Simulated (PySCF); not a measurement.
PySCF input (M06-2X/def2-TZVPD):

```python
from pyscf import gto, scf, dft

mol = gto.M(
    atom='''
    C    -2.17040851    0.06427607   -0.14639857
    C    -1.07614581    0.08127349    0.59716402
    C     0.12335905   -0.80467037    0.29270768
    C     1.22680525    0.00047175   -0.17509925
    N     2.06692268    0.67802069   -0.54145599
    H    -3.02237308    0.67771360    0.11468403
    H    -2.27039896   -0.56509096   -1.02265473
    H    -0.98700208    0.70756401    1.47582907
    H    -0.09480565   -1.53563734   -0.49271734
    H     0.47493293   -1.35447513    1.17396353
    H     2.80952824    1.27567544   -0.86915573
    ''',
    basis='def2-tzvpd',
    charge=1,
    spin=0,
    verbose=4,
)

mf = dft.RKS(mol, xc='m062x').density_fit(auxbasis='def2-universal-jkfit')
mf.grids.level = 4
mf.conv_tol = 1e-9
mf.max_cycle = 100
mf.max_memory = 1500
mf.kernel()
if not mf.converged:
    mf = mf.newton()
    mf.kernel(mf.make_rdm1())
mf.analyze()
```

End of the output:

```
Extra cycle  E= -210.440175598826  delta_E= -9.89e-12  |g|= 4.48e-06  |ddm|= 1.9e-05
converged SCF energy = -210.440175598826
**** SCF Summaries ****
Total Energy =                        -210.440175598826130
Nuclear Repulsion Energy =             149.402974902325440
One-electron Energy =                 -569.812875629384166
Two-electron Energy =                  209.969725128232596
Two-electron Coulomb Energy =          240.393013679242898
DFT Exchange-Correlation Energy =      -30.423288551010298
HOMO-LUMO gap [eV] =                     8.342673257155129
**** MO energy ****
MO #1   energy= -15.0611464103129  occ= 2
MO #2   energy= -10.8965363481952  occ= 2
MO #3   energy= -10.7925319971127  occ= 2
MO #4   energy= -10.7290360876095  occ= 2
MO #5   energy= -10.7072353578013  occ= 2
MO #6   energy= -1.33512855980451  occ= 2
MO #7   energy= -1.12579455681629  occ= 2
MO #8   energy= -1.01922953506443  occ= 2
MO #9   energy= -0.975780937467952 occ= 2
MO #10  energy= -0.837811804637909 occ= 2
MO #11  energy= -0.791359085156625 occ= 2
MO #12  energy= -0.769109968126493 occ= 2
MO #13  energy= -0.736233229308541 occ= 2
MO #14  energy= -0.699779529951622 occ= 2
MO #15  energy= -0.67390036268452  occ= 2
MO #16  energy= -0.64025407118185  occ= 2
MO #17  energy= -0.593251771978956 occ= 2
MO #18  energy= -0.507447090107227 occ= 2
MO #19  energy= -0.200859500227632 occ= 0
MO #20  energy= -0.194273106610753 occ= 0
MO #21  energy= -0.147881216981955 occ= 0
MO #22  energy= -0.125116301276681 occ= 0
MO #23  energy= -0.11500175400902  occ= 0
MO #24  energy= -0.0944595988888063 occ= 0
MO #25  energy= -0.0849505731479269 occ= 0
MO #26  energy= -0.0787841433939523 occ= 0
MO #27  energy= -0.0516466888184826 occ= 0
MO #28  energy= -0.0439511272787818 occ= 0
MO #29  energy= -0.0386452191085789 occ= 0
MO #30  energy= -0.0335279974713966 occ= 0
MO #31  energy= -0.00790603392606112 occ= 0
MO #32  energy= -0.00315671326856454 occ= 0
MO #33  energy= 0.00157884868982452 occ= 0
MO #34  energy= 0.00584914591945479 occ= 0
MO #35  energy= 0.021350221021508  occ= 0
MO #36  energy= 0.0390408756942148 occ= 0
MO #37  energy= 0.0453208994983829 occ= 0
MO #38  energy= 0.0529822396890066 occ= 0
MO #39  energy= 0.055498865095693  occ= 0
MO #40  energy= 0.0774739399420691 occ= 0
MO #41  energy= 0.082941701189906  occ= 0
MO #42  energy= 0.0884035513794651 occ= 0
MO #43  energy= 0.0951089342195325 occ= 0
MO #44  energy= 0.108336211957225  occ= 0
MO #45  energy= 0.110158646273343  occ= 0
MO #46  energy= 0.113702401779781  occ= 0
MO #47  energy= 0.117614909878558  occ= 0
MO #48  energy= 0.12250232894381   occ= 0
MO #49  energy= 0.129711977672442  occ= 0
MO #50  energy= 0.139326212718276  occ= 0
MO #51  energy= 0.155603092898682  occ= 0
MO #52  energy= 0.161750885134291  occ= 0
MO #53  energy= 0.168877624481132  occ= 0
MO #54  energy= 0.179783943765669  occ= 0
MO #55  energy= 0.190104384710275  occ= 0
MO #56  energy= 0.202977766508816  occ= 0
MO #57  energy= 0.206988925115622  occ= 0
MO #58  energy= 0.212548308394455  occ= 0
MO #59  energy= 0.222804330092458  occ= 0
MO #60  energy= 0.231293671685602  occ= 0
MO #61  energy= 0.241444532504906  occ= 0
MO #62  energy= 0.246501603898939  occ= 0
MO #63  energy= 0.258028912186264  occ= 0
MO #64  energy= 0.269574263581899  occ= 0
MO #65  energy= 0.272584560598155  occ= 0
MO #66  energy= 0.27745366461398   occ= 0
MO #67  energy= 0.281788307302808  occ= 0
MO #68  energy= 0.301409431988513  occ= 0
MO #69  energy= 0.307728776079264  occ= 0
MO #70  energy= 0.319366659808404  occ= 0
MO #71  energy= 0.323679843807706  occ= 0
MO #72  energy= 0.33536155955955   occ= 0
MO #73  energy= 0.342544504114932  occ= 0
MO #74  energy= 0.347121948717971  occ= 0
MO #75  energy= 0.360317914704729  occ= 0
MO #76  energy= 0.366390992535333  occ= 0
MO #77  energy= 0.383183787832087  occ= 0
MO #78  energy= 0.392144865355657  occ= 0
MO #79  energy= 0.402166509690738  occ= 0
MO #80  energy= 0.408178806804189  occ= 0
MO #81  energy= 0.424155540012312  occ= 0
MO #82  energy= 0.433496975458739  occ= 0
MO #83  energy= 0.440027387796824  occ= 0
MO #84  energy= 0.448830297934414  occ= 0
MO #85  energy= 0.467122882791207  occ= 0
MO #86  energy= 0.475018382068061  occ= 0
MO #87  energy= 0.506220135410406  occ= 0
MO #88  energy= 0.517965839417193  occ= 0
MO #89  energy= 0.523088140861933  occ= 0
MO #90  energy= 0.534435058661829  occ= 0
MO #91  energy= 0.545494843305388  occ= 0
MO #92  energy= 0.554541245428535  occ= 0
MO #93  energy= 0.56902015589778   occ= 0
MO #94  energy= 0.5856663806171    occ= 0
MO #95  energy= 0.601989244980392  occ= 0
MO #96  energy= 0.611531879857284  occ= 0
MO #97  energy= 0.628827706083253  occ= 0
MO #98  energy= 0.636289841687575  occ= 0
MO #99  energy= 0.650508332113022  occ= 0
MO #100 energy= 0.657800315982672  occ= 0
MO #101 energy= 0.681381782860056  occ= 0
MO #102 energy= 0.697454197891051  occ= 0
MO #103 energy= 0.719602325645221  occ= 0
MO #104 energy= 0.728525976967428  occ= 0
MO #105 energy= 0.737920999656634  occ= 0
MO #106 energy= 0.775894037647665  occ= 0
MO #107 energy= 0.778637998488307  occ= 0
[...]
```

It need not be the lowest isomer of its formula.
